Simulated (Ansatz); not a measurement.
```xyz
6

C     0.0000   -0.4117   -0.0523
O     0.0000   -0.3905    1.1538
N     0.0000    0.6799   -0.8543
H     0.0000   -1.3629   -0.6417
H     0.0000    0.5969   -1.8606
H     0.0000    1.6013   -0.4339
```

Basis set: cc-pVDZ (spherical functions). Frozen core: 3 orbitals. Charge 0, multiplicity 1.

Computed with Ansatz (development build ahead of 0.2.0); each method stands on the lowest determinant of its kind that the runs found. Restricted open shells among the atoms or ions are ROHF, correlated in semicanonical orbitals with singles.

(1) Give the atomization energy at this shape (free ground-state atoms in the same class of orbitals less the molecule, no zero-point energy) of singlet CH₃NO by RHF-MP2, RHF.

## Answers

(1)

```
 method  atomization energy
RHF-MP2            22.84 eV
    RHF            16.10 eV
```
